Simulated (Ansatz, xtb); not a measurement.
**C2H6Se: 3 structures ranked**

3 gas-phase structures of C2H6Se, found in a search over its isomers (lower ones may exist). Each was relaxed with GFN2-xTB; where two conformers were screened, the lower at r2SCAN-D4/def2-SVP is listed:

A. `CC[SeH]`, a singlet
B. `C[Se]C`, a singlet
C. `C=[SeH]C`, a singlet

**Question.** Estimate their order in r2SCAN-D4/def2-SVP energy at these geometries, lowest first.

**Answer.** Calculated order at r2SCAN-D4/def2-SVP: A (0.0), B (2.3), C (67.9) kcal/mol.

Energies above the lowest of each column, in kcal/mol; the last columns are at B3LYP-D3(BJ)/6-311G** geometries:

```csv
structure,GFN2-xTB,HF/STO-3G,r2SCAN-D4/def2-SVP,B3LYP-D3(BJ)/6-311G**,CCSD(T)/def2-TZVP
A,0.0,4.4,0.0,0.0,0.0
B,2.3,0.0,2.3,0.7,0.0
C,60.7,132.4,67.9,68.1,67.2
```

CCSD(T)/def2-TZVP has A and B within 1 kcal/mol of each other at the bottom, and every level picks one of them. Flexible structures stand in one conformer each, not always the lowest.

Programs: Ansatz 0.2.0, xtb 6.7.1 (Pople sets with spherical d functions).
